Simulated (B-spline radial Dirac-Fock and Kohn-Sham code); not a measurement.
**Satellites and hypersatellites of the K lines of Ga³⁺**

System: Ga³⁺ in the configuration [Ar] 3d9 4s1 (an excited configuration).

Input file task.json (cfg lists n, l and occupation; rrms is the nuclear radius in fm):

```json
{"items": [{
  "Z": 31,
  "q": 3,
  "cfg": [[1, 0, 2], [2, 0, 2], [2, 1, 6], [3, 0, 2], [3, 1, 6], [3, 2, 9], [4, 0, 1]],
  "A": 69,
  "rrms": 3.9973,
  "do": ["binding", "quiet", "double"]
}]}
```

Run with: `python xray_run.py task.json out`

Model: Dirac-Fock ΔSCF + Breit + QED. Program: a radial B-spline solver. Each two-hole energy is an average over J within one jj subconfiguration, not an observable level; in light atoms, where LS coupling holds, the j-resolved values are not observed lines, and for a K spectator the Kα1 hypersatellite is nearly forbidden. No correlation.

Lines without a spectator: Kα2 (K-L2) 9223.3 eV, Kα1 (K-L3) 9250.4 eV, Kβ3 (K-M2) 10261.4 eV, Kβ1 (K-M3) 10265.1 eV. Shifts in eV with one spectator hole (a dash: not computed, or left out as unreliable):

```
spectator hole     Kα2     Kα1     Kβ3     Kβ1
        K (1s)  +330.9  +334.6  +414.2  +414.9
    L2 (2p1/2)   +32.1   +39.3       –   +86.8
    L3 (2p3/2)   +35.6   +34.4   +82.8       –
    M2 (3p1/2)       –   +3.14   +6.87   +8.87
    M3 (3p3/2)   +2.77       –   +8.23   +7.74
```

With n spectator holes in 2p, averaged over the 2p shell (energies in eV):

```
n    KαLⁿ   step  hypersatellite KαʰLⁿ
0  9241.4      –                9574.7
1  9277.3  +35.9                9611.8
2  9314.2  +37.0                9650.1
3  9352.3  +38.1                9689.4
4  9391.5  +39.2                9729.8
5  9431.7  +40.3                9771.4
```
